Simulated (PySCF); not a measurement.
# Ionisation energy of Cd³¹⁺ by level of theory

Cd³¹⁺ [Ne] 3s2 3p5 (2P) → Cd³²⁺ [Ne] 3s2 3p4 (3P), as a difference of total energies. All numbers are calculated (PySCF 2.14, scalar relativity by spin-free X2C-1e, in an even-tempered Gaussian basis (18 s from 4.4 bohr⁻², ratio 2.5; 12 p from 5.7 bohr⁻², ratio 2.5; 5 d from 27 bohr⁻², ratio 2.7; 4 f from 41 bohr⁻², ratio 2.7)). Correlated levels: outer shells: 1s2 frozen; virtual orbitals above 40 to 60 times the deepest correlated orbital energy dropped. The calculations carry no spin-orbit coupling.

```json
{"method": "UHF", "ionisation energy (eV)": "1936.1"}
{"method": "MP2 (outer shells)", "ionisation energy (eV)": "1937.1"}
{"method": "SCS-MP2 (outer shells)", "ionisation energy (eV)": "1937.0"}
{"method": "CCSD (outer shells)", "ionisation energy (eV)": "1937.0"}
{"method": "CCSD(T) (outer shells)", "ionisation energy (eV)": "1937.0"}
```

Spin-orbit coupling is strong in these open shells (close to jj coupling). The scalar numbers leave it out and a first-order estimate fails, so it can dominate the gap to the real levels.

Breit and QED terms and the two-electron picture change are absent.

For comparison: 1917.9 ± 2 eV (semi-empirical (NIST evaluation); NIST Atomic Spectra Database, ionization energies).
